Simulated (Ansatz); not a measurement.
K(Cl) anion (ClK), SMILES [Cl][K] (connectivity only; charge and spin as stated), charge -1, multiplicity 2.

Geometry optimised at r2SCAN-D4/def2-TZVPD. The multiplicity is an assumed one; other spin states were not compared.

Two levels are set side by side: PBE/def2-TZVPD (Ansatz, a first-principles code) and PBE0/def2-TZVPD (Ansatz). Energy differences of separate SCF runs at the same geometry; the states with an electron removed or added have multiplicity 1. Differences are taken from unrounded values.

```csv
quantity,PBE
vertical ionisation energy (eV),0.70
```

Q: These are the PBE values. What does PBE0 give? (Estimate from the structure and the level; the computed values follow.)

A: 
```tsv
quantity	PBE0	PBE minus PBE0
vertical ionisation energy (eV)	0.69	0.01
```

Here PBE gives about what the other level gives.
